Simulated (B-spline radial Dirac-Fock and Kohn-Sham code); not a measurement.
# Yb²⁷⁺: eigenvalues, ΔSCF and the reference

System: the Yb²⁷⁺ ion, configuration [Kr] 4d7.

The density-functional columns are spherical, spin-unpolarised Dirac-Kohn-Sham results without Breit or QED terms: −ε is minus the orbital energy of the initial state and ΔSCF the difference of two total energies. The reference in the last column comes from relaxed Dirac-Fock hole states (ΔSCF) with Breit and QED corrections and a finite nucleus. All numbers are from an atomic code on a B-spline grid, in eV; a selection of levels is shown. The Kohn-Sham columns are given as differences from the reference. For the 1s level of heavy atoms much of the gap between ΔSCF and the reference is the Breit and QED part, -290.7 eV here; for other levels the error of the functional can be larger.

| level | LDA −ε − DF | LDA ΔSCF − DF | Dirac-Fock |
| --- | --- | --- | --- |
| 1s | -257.9 | +277.2 | 62283.3 |
| 2s | -175.0 | -60.5 | 11456.9 |
| 2p1/2 | -131.5 | +9.2 | 10939.6 |
| 2p3/2 | -142.4 | -16.5 | 9905.2 |
| 3s | -96.6 | -50.0 | 3357.9 |
| 3p1/2 | -79.8 | -30.9 | 3132.6 |
| 3p3/2 | -78.4 | -32.3 | 2907.1 |
| 3d5/2 | -56.9 | -5.8 | 2481.8 |
| 4s | -44.0 | -19.5 | 1347.0 |
| 4p1/2 | -33.1 | -8.6 | 1249.3 |
| 4p3/2 | -33.3 | -9.8 | 1187.0 |
| 4d | -21.7 | +1.8 | 1024.0 |

Values without a named source are computed, but for edge energies of neutral atoms, which are taken from tables.
